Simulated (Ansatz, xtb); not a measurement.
## C2H10GeSSi: 5 structures ranked

5 gas-phase structures of C2H10GeSSi, from a drawn sample of its isomers (lower ones may exist). Each was relaxed with GFN2-xTB; where two conformers were screened, the lower at r2SCAN-D4/def2-SVP//GFN2-xTB is listed:

A. `C[S][GeH2][CH2][SiH3]`, a singlet
B. `CC[SiH2][GeH2][SH]`, a singlet
C. `C[SiH](C)[S][GeH3]`, a singlet
D. `[CH3][GeH]([CH3])[S][SiH3]`, a singlet
E. `CS[SiH2][CH2][GeH3]`, a singlet

Problem. Which do you expect lowest at r2SCAN-D4/def2-SVP//GFN2-xTB, and how would the others follow?

Solution. Calculated order at r2SCAN-D4/def2-SVP//GFN2-xTB: C (0.0), D (27.1), B (98.6), E (124.8), A (133.3) kJ/mol.

Energies above the lowest of each column, in kJ/mol; the last columns are at r2SCAN-D4/def2-SVP geometries and were run for some of them only (a dash: not run or not comparable):

```tsv
structure	GFN2-xTB	HF/STO-3G	r2SCAN-D4/def2-SVP//GFN2-xTB	r2SCAN-D4/def2-SVP	CCSD(T)/def2-SVP + ΔMP2/def2-TZVPP
C	20.6	0.0	0.0	0.0	0.0
D	0.0	29.6	27.1	26.0	13.7
B	50.3	88.7	98.6	95.0	102.9
E	117.7	107.6	124.8	–	–
A	103.2	111.4	133.3	–	–
```

CCSD(T)/def2-SVP + ΔMP2/def2-TZVPP puts C lowest of those it was run on; GFN2-xTB picks D. Flexible structures stand in one conformer each, not always the lowest. Frequencies (GFN2-xTB) were run for B, C, D alone. The ΔMP2 step shifts differences by up to 22.5 kJ/mol, which makes them less sure. ΔMP2 is the change of the MP2 energy from the smaller to the larger basis.

Over these structures GFN2-xTB departs from r2SCAN-D4/def2-SVP//GFN2-xTB by 20.1 kJ/mol on average once a common shift is removed. A GFN2-xTB relaxation took about 0.17 s and the r2SCAN-D4/def2-SVP//GFN2-xTB energy about 2.2 s on a shared host (Ansatz 0.2.0, xtb 6.7.1).
